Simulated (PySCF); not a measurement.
**Ionisation energy along the 11-electron series**

Calculated with PySCF 2.14 and a two-component X2C-1e Hamiltonian (Gaussian nucleus, no Breit or QED terms), each ion in its own even-tempered basis scaled to its charge; GMP2 freezes 1s2 and drops the highest virtual spinors. Values in eV. NIST values: (m) measured, (s) semi-empirical, (t) theoretical.

```json
{"ion": "Hg⁶⁹⁺", "configuration": "[Ne] 3s1", "GHF (spin-free)": "8624.3", "GMP2 (spin-free)": "8625.1", "GHF (screened spin-orbit)": "8623.2", "GMP2 (screened spin-orbit)": "8624.1", "NIST": "8620 ± 50 (t)"}
{"ion": "Pb⁷¹⁺", "configuration": "[Ne] 3s1", "GHF (spin-free)": "9160.7", "GMP2 (spin-free)": "9161.6", "GHF (screened spin-orbit)": "9159.5", "GMP2 (screened spin-orbit)": "9160.3", "NIST": "9150 ± 60 (t)"}
```

(1) Fill in the row of Tl⁷⁰⁺.

Results:

(1) configuration: [Ne] 3s1; GHF (spin-free): 8889.9; GMP2 (spin-free): 8890.7; GHF (screened spin-orbit): 8888.7; GMP2 (screened spin-orbit): 8889.5; NIST: 8880 ± 60 (t).
